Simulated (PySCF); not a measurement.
## Radial density of Mn²⁺ (manganese, charge +2)

UHF, [Ar] 3d5, high-spin 6S determinant. All numbers are calculated (PySCF 2.14, scalar relativity by spin-free X2C-1e, in Sapporo-DKH3-DZP-2012 (6s5p3d1f, 43 functions)).

```csv
r (bohr),4πr²ρ (e/bohr),4πr²(ρα − ρβ)
0.00129,0.2938,0.0000
0.00217,0.7397,0.0000
0.00365,1.822,-0.0001
0.00614,4.270,-0.0001
0.0103,9.326,-0.0003
0.0174,17.86,-0.0005
0.0292,27.29,-0.0009
0.0491,29.48,-0.0015
0.0827,23.49,0.0010
0.139,28.22,0.0592
0.234,31.11,0.5105
0.393,13.32,2.1289
0.662,14.65,4.2225
1.11,9.402,3.4125
1.87,1.473,0.9762
3.15,0.06432,0.0616
5.30,0.002089,0.0021
```

Densities and radii are taken from the X2C orbitals without a picture-change correction, which distorts them close to the nucleus.
